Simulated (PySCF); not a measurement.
HLiO, triplet, geometry from GFN2-xTB (such geometries of metal compounds can be far from the true shape) (a higher spin typed on purpose: for a closed-shell molecule this is an excited state). Base run: PBE0/6-31G (PySCF).

Input for PySCF:
```python
from pyscf import gto, scf, dft

mol = gto.M(
    atom='''
Li   -1.03425496   -0.89063491   -0.88776834
O     0.27603776    0.23786229    0.23944203
H     0.89446277    0.76900642    0.74776881
''',
    basis='6-31g',
    spin=2,
    verbose=4,
    symmetry=True,
)

mf = dft.UKS(mol)
mf.xc = 'pbe0'
mf.kernel()
mf.analyze()
```

Each row names what was changed in the base input (with any setting that the change needs).

```csv
change,ΔE vs base (mEh),point group used,SCF cycles
base,0.000,Cs,8
"irrep_nelec = A':(7, 5) A":(0, 0)",443.8,Cs,9
symmetry = off,0.000,C1,8
"irrep_nelec = A':(5, 5) A":(2, 0)",53.831,Cs,8
```

Open shells are given as the SCF converged; they aren't shown to be the lowest states, and a large step between rows can be another state.
